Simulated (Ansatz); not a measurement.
`[Cl][Sn]([Cl])([Cl])[I]` + NH₃ → `[NH2][Sn]([Cl])([Cl])[Cl]` + HI at 600 K and 1 bar (ligand exchange at the Sn–I bond).

Calculated with Ansatz (gas phase, PBE0-D4/def2-TZVP geometries, no zero-point term in ΔE). CBS: MP2 limit from def2 TZ/QZ plus the TZ coupled-cluster correction, frozen cores. This one scheme is used for every species. def2 core potentials past Kr. For I, Sn outer-core shells are correlated without core-valence functions, which leaves a few kJ/mol of doubt a bond. One conformer a species, not always the lowest.

```tsv
species	CCSD(T)/CBS energy (Eh)	H − E (kJ/mol)	S (J/(mol·K))
`[Cl][Sn]([Cl])([Cl])[I]`	-1890.98666	66.2	471.9
NH₃	-56.50880	112.4	219.5
`[NH2][Sn]([Cl])([Cl])[Cl]`	-1649.42005	137.2	484.2
HI	-298.03592	31.6	227.0
```

H − E and S are ideal-gas, rigid-rotor, harmonic terms from PBE0-D4/def2-TZVP, for one conformer and one mirror image of each species. 1 Eh = 2625.50 kJ/mol, R = 8.31446 J/(mol·K).

Question: By hand: ΔE, ΔH, ΔS and ΔG.

Answer: ΔE = (-1649.42005) + (-298.03592) − (-1890.98666) − (-56.50880) = 0.03949 Eh = 103.7 kJ/mol. Δ(H − E) = 137.2 + 31.6 − 66.2 − 112.4 = -9.8, so ΔH = 93.9 kJ/mol. ΔS = 484.2 + 227.0 − 471.9 − 219.5 = 19.8 J/(mol·K). ΔG = 93.9 − 600 × (19.8)/1000 = 82.0 kJ/mol.

Question: By hand: the equilibrium constant, and the temperature at which ΔG would vanish if ΔH and ΔS stayed fixed.

Answer: log₁₀ K = −ΔG/(RT ln 10) = -7.1. ΔG = 0 at ΔH/ΔS = 4742 K, far beyond where these terms or the molecules hold.

ΔH outweighs TΔS. A doubt of 5 kJ/mol in ΔE shifts log₁₀ K by 0.4 here. Other conformers and mirror images would add mixing entropy, several J/(mol·K) or more a flexible species. Modes under 60 cm⁻¹, often nearly free rotors, make the harmonic entropy too high. These are equilibria of isolated gas molecules and say nothing of rates. Largest T1 diagnostic: 0.011 (customary marks: 0.02 for closed shells, 0.045 for open ones).
